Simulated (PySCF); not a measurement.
Symmetry of computed structures. Level of theory: PySCF, PBE0-D3(BJ)/def2-SVP geometry optimisation, gas phase. The symmetry is that of the one conformer found, every atom within 0.08 Å of its image; none is proved a minimum here. The geometries of the anions come from a basis without diffuse functions.

(1) What symmetry has `[OH][V]([F])([F])[F]` (V(OH)F3) [radical]?

(2) `[N]#[Fe-](=[O])(=[O])=[O]` ([FeO3N]-): symmetry, top, dipole?

(3) What symmetry has `[CH3:1][C:2](=[S:3])[GeH2:4][NH:5][GeH3:6]` with C1–C2–Ge4–N5 72°, C2–Ge4–N5–Ge6 -89°?

(4) Point group, rotor type and polarity of `[NH2-]` (amide anion)?

(5) What symmetry has `[Cl:1][c:2]1[cH:3][se:4][cH:5][n:6]1`?

(6) `[O:1]=[CH:2][c:3]1[cH:4][c:5]1=[O:6]` with O1–C2–C3–C4 -14°: symmetry, top, dipole?

## Answers

(1) Cs; asymmetric top; symmetry number 1; 2 operations, which sort the 6 atoms into 5 sets; dipole 1.78 D, in the bc plane, which is the mirror.

(2) C3v; oblate symmetric top; symmetry number 3; 6 operations, which sort the 5 atoms into 3 sets; dipole about the centre of mass 0.84 D, along the axis; A, B, C = 5041, 5037, 4575 MHz.

(3) C1; near-prolate asymmetric top; symmetry number 1; this conformer is chiral (no improper operation); dipole 1.84 D; A, B, C = 2436, 532.1, 484.5 MHz.

(4) C2v; asymmetric top; symmetry number 2; 4 operations, which sort the 3 atoms into 2 sets; dipole about the centre of mass 1.07 D, along b, the twofold axis.

(5) Cs; near-prolate asymmetric top; symmetry number 1; 2 operations, which sort the 8 atoms into 8 sets; dipole 2.67 D, in the ab plane, which is the mirror; A, B, C = 6657, 1040, 899.5 MHz; heavy atoms equivalent by symmetry: none.

(6) C1; near-prolate asymmetric top; symmetry number 1; this conformer is chiral (no improper operation); dipole 1.70 D; A, B, C = 14505, 2101, 1841 MHz.

Caution for open-shell metal species: one SCF solution and one stationary point were followed, and a lower state or a bent or distorted shape isn't ruled out.
